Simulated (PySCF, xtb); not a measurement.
H₁₀N₂Si₃, SMILES N[SiH2]N[SiH2][SiH3].

GFN2-xTB (xtb 6.7.1) at its own geometry gives an orbital gap of 4.36 eV and a dipole moment of 1.35 D.

The structure is a stationary point at PBE0-D3(BJ)/def2-SVP. This is a generated structure with no PubChem entry under its InChIKey; it may be hypothetical. The values are those of a single conformer.

What does PBE/def2-TZVP in PySCF give? (The exact figures need the calculation; the answer reports its results.)

gap 4.98 eV (levels -5.92 and -0.94 eV), dipole 1.68 D.
